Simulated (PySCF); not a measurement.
Computed IR spectrum (relative IR intensity) of a molecule C4H4Cl2. Geometry optimised at B3LYP-D3(BJ)/def2-SVP. The values are those of a single conformer. Computed with B3LYP-D3(BJ)/def2-SVP (PySCF). Frequencies are harmonic and unscaled.

Lines under 2 % of the strongest are left out, and lines within 2 cm⁻¹ are merged.

```json
[
 {"ν (cm⁻¹)": "355", "relative intensity": "9.3"},
 {"ν (cm⁻¹)": "380", "relative intensity": "3.0"},
 {"ν (cm⁻¹)": "486", "relative intensity": "18"},
 {"ν (cm⁻¹)": "668", "relative intensity": "49"},
 {"ν (cm⁻¹)": "697", "relative intensity": "47"},
 {"ν (cm⁻¹)": "719", "relative intensity": "39"},
 {"ν (cm⁻¹)": "766", "relative intensity": "100"},
 {"ν (cm⁻¹)": "945", "relative intensity": "19"},
 {"ν (cm⁻¹)": "973", "relative intensity": "2.5"},
 {"ν (cm⁻¹)": "1061", "relative intensity": "6.6"},
 {"ν (cm⁻¹)": "1191", "relative intensity": "4.4"},
 {"ν (cm⁻¹)": "1224", "relative intensity": "20"},
 {"ν (cm⁻¹)": "1290", "relative intensity": "13"},
 {"ν (cm⁻¹)": "1348", "relative intensity": "3.2"},
 {"ν (cm⁻¹)": "1433", "relative intensity": "6.3"},
 {"ν (cm⁻¹)": "3045", "relative intensity": "4.8"},
 {"ν (cm⁻¹)": "3150", "relative intensity": "2.6"},
 {"ν (cm⁻¹)": "3471", "relative intensity": "79"}
]
```

Question: Which structure fits?
A) C=CC=C(Cl)Cl
B) ClC=C=CCCl
C) C#CCC(Cl)Cl
D) C=C=C(Cl)CCl

Answer: C, C#CCC(Cl)Cl
